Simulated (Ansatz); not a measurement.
Ideal-gas functions of `[OH][Hf]([F])([Cl])[Cl]` at 600 K and 1 bar, from an Ansatz frequency run at PBE0-D4/def2-TZVP.

Molar mass 285.4 g/mol, point group Cs (symmetry number 1), electronic degeneracy 1, moments of inertia 249.686, 350.829, 424.316 u Å². Harmonic wavenumbers (cm⁻¹, unscaled): 96, 120, 138, 148, 175, 222, 255, 378, 385, 652, 737, 4009.

Use S(trans) = R[1.5 ln M + 2.5 ln T − 1.1517]; rotational temperatures θ = 24.2544 K / I; S(rot) = R[ln(√π/σ · √(T³/θAθBθC)) + 1.5]; for each mode x = 1.438777 ν̃/T, S = R[x/(eˣ − 1) − ln(1 − e⁻ˣ)] and H = RT x/(eˣ − 1); 1 cm⁻¹ = 0.0119627 kJ/mol; R = 8.31446 J/(mol·K).

Problem. By hand: the entropy, in J/(mol·K).

Solution. Translation 193.9. Rotation: θ = 0.0971, 0.0691, 0.0572 K, giving 129.7. Vibration, mode by mode: 20.54, 18.70, 17.55, 16.97, 15.60, 13.65, 12.53, 9.41, 9.27, 5.40, 4.58, 0.01, in all 144.2. Electronic 0.0. Sum 467.8 J/(mol·K).

Problem. By hand: H − E and G − E in kJ/mol, counted from the electronic energy.

Solution. Zero-point energy ½ × 7315 × 0.0119627 = 43.8; thermal vibration 38.5; translation, rotation and pV give 4 RT = 20.0. H − E = 102.3 kJ/mol, and G − E = 102.3 − 600 × 467.8/1000 = -178.4 kJ/mol.

Vibration gives 31 % of the entropy, 73.8 J/(mol·K) of it from the modes under 150 cm⁻¹: soft modes count most, and the harmonic formula is weakest for them. The sum counts one conformer and one mirror image; others add a mixing term.
